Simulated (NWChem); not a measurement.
Molecule: CH₄ClNSi₂; SMILES Cl[Si@H]1C=N[SiH2]1

Computed with NWChem. All runs use the structure optimised with PBE0/def2-SVP. Level: B3LYP/def2-SVP with SMD, gas-phase geometry; reactions with the solvents are ignored. One conformer.

```tsv
SMD term (kcal/mol)	water	anisole
distortion of the solute's density	0.56	0.31
polarisation	-4.03	-2.89
cavity, dispersion and structure	3.48	0.14
```

Question: Sum the solvation free energies, find the transfer free energy from water to anisole and the partition coefficient at 298.15 K.

Answer: 
1. ΔG(solv, water) = 0.01 kcal/mol and ΔG(solv, anisole) = -2.44 kcal/mol (1 M gas to 1 M solution).
2. Transfer: -2.44 − (0.01) = -2.45 kcal/mol.
3. log₁₀ K(anisole/water) = −ΔG/(RT ln 10) = 2.45/1.364 = 1.8, so the model puts more of the solute in anisole.
4. Of the transfer energy, 0.89 kcal/mol is electrostatic and -3.34 comes from the non-electrostatic term. The two phases are taken as the pure solvents.
